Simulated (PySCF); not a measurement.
# Induced dipoles and field energies

Compound: C5H13NSi.
Atom-mapped SMILES: `[CH3:1][C@H:2]1[CH2:3][C@@H:4]([NH:5][SiH3:6])[CH2:7]1` (hydrogens: H8, H9, H10 on C1; H11 on C2; H12, H13 on C3; H14 on C4; H15 on N5; H16, H17, H18 on Si6; H19, H20 on C7)

Cartesian coordinates in Å at the GFN2-xTB level; atoms count from 1:
```
atom  x, y, z in Å
C1    -2.6299    0.4555   -0.8843
C2    -1.6488   -0.2972   -0.0044
C3    -0.5693   -1.1278   -0.7235
C4     0.5031   -0.5006    0.1886
N5     1.6922   -0.0244   -0.4499
Si6    3.1590    0.3032    0.3829
C7    -0.5409    0.5351    0.6671
H8    -2.0995    1.0574   -1.6195
H9    -3.2779   -0.2408   -1.4127
H10   -3.2508    1.1165   -0.2828
H11   -2.1948   -0.8976    0.7261
H12   -0.4414   -0.8304   -1.7633
H13   -0.6708   -2.2095   -0.6765
H14    0.8043   -1.1722    0.9941
H15    1.4739    0.5414   -1.2574
H16    4.0976    0.6634   -0.6769
H17    3.5164   -0.9348    1.0761
H18    3.0928    1.3897    1.3748
H19   -0.6203    0.6811    1.7421
H20   -0.4000    1.5025    0.1868
```

Level: B3LYP/def2-SVPD (PySCF); nuclei fixed, core orbitals frozen in the response. Permanent dipole (-1.025, 0.227, -0.137) D (1 au = 2.5417 D). Static polarisability (au):

```
x   110.38   2.00   4.82
y     2.00  85.42   2.38
z     4.82   2.38  85.30
```

Only the terms in μ and α are kept: μ(F) = μ + αF and ΔE = −μ·F − ½ F·αF.

Task: What do fields of 0.103 V/Å (0.002 au) along the six axis directions do?

Result: 
```csv
field along,induced x (D),induced y (D),induced z (D),total size (D),−μ·F (kJ/mol),−½F·αF (kJ/mol)
+x,0.561,0.010,0.025,0.533,+2.118,-0.580
−x,-0.561,-0.010,-0.025,1.609,-2.118,-0.580
+y,0.010,0.434,0.012,1.218,-0.469,-0.449
−y,-0.010,-0.434,-0.012,1.066,+0.469,-0.449
+z,0.025,0.012,0.434,1.071,+0.283,-0.448
−z,-0.025,-0.012,-0.434,1.214,-0.283,-0.448
```

Task: For the field (0.0010, -0.0002, -0.0004) au, what is the induced dipole, and what angle does it make with the field?

Result: αF = (0.275, -0.041, -0.076) D, at 6.7° to the field. The polarisability along this direction, F·αF/F², is 102.64 au, against a mean of 93.70 au.

Task: At what field along the permanent dipole would the induced dipole along it equal the permanent one, in this linear picture?

Result: The polarisability along the dipole is 109.06 au, so F = 0.4165 au / 109.06 au = 0.0038 au = 0.20 V/Å; higher-order terms are ignored.

Task: What field makes μF equal to kT at 100 K?

Result: kT = 0.3167 × 10⁻³ Eh, so F = 0.00076 au = 3.91 MV/cm.

Task: Induction energy −ᾱe²/2R⁴ of a unit charge at 11 Å, the molecule taken as a point?

Result: R = 20.79 bohr, so the energy is −93.7/(2 × 20.79⁴) Eh = -0.659 kJ/mol. The charge–dipole term at its most favourable orientation, −μe/R², is -2.53 kJ/mol.

The structure is a single GFN2-xTB conformer in the gas phase; no vibrational or solvent corrections.

These values come from a run that also computed excited states. Time: 45 s; peak memory 0.96 GiB. Hardware: one thread of an Arm Neoverse V2, on a shared host.
